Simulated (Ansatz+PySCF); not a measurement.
Values are calculated unless marked as measured or tabulated.
Input for PySCF 2.14.0:

```python
from pyscf import gto, dft

mol = gto.M(atom="""
H 0.000000 0.000000 -1.272150
Be 0.000000 0.000000 0.000000
H 0.000000 0.000000 1.272150
""", basis='6-31g', charge=0, spin=0)
mf = dft.UKS(mol, xc='pbe0')
mf.kernel()
print(mf.converged, mf.e_tot, mf.spin_square()[0])
```

The script is written out from the run's settings.

The run gave:

```yaml
Converged: yes
Total_energy: -15.86134 hartree
Spin_squared_of_the_determinant: 0.000
```
